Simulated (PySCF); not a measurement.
Excitation energy of Rh²⁺ by level of theory

Rh²⁺ [Kr] 4d7 (4F) → Rh²⁺ [Kr] 4d6 5s1 (6D), as a difference of total energies. All numbers are calculated (PySCF 2.14, a scalar-relativistic core potential, in def2-QZVPPD with the def2 core potential (28 electrons) (7s5p4d4f2g, 88 functions)). Correlated levels: valence: 4s2 4p6 frozen; valence and next inner shell: nothing frozen outside the core potential. The calculations carry no spin-orbit coupling.

```tsv
method	excitation energy (cm⁻¹)
UHF	38810
LDA	37659
PBE	39143
PBE0	40688
r2SCAN	38035
MN15	40374
LC-wPBE	42377
wB97X	46500
HSE06	40429
MP2 (valence)	43514
SCS-MP2 (valence)	47858
MP2 (valence and next inner shell)	39263
SCS-MP2 (valence and next inner shell)	42221
```
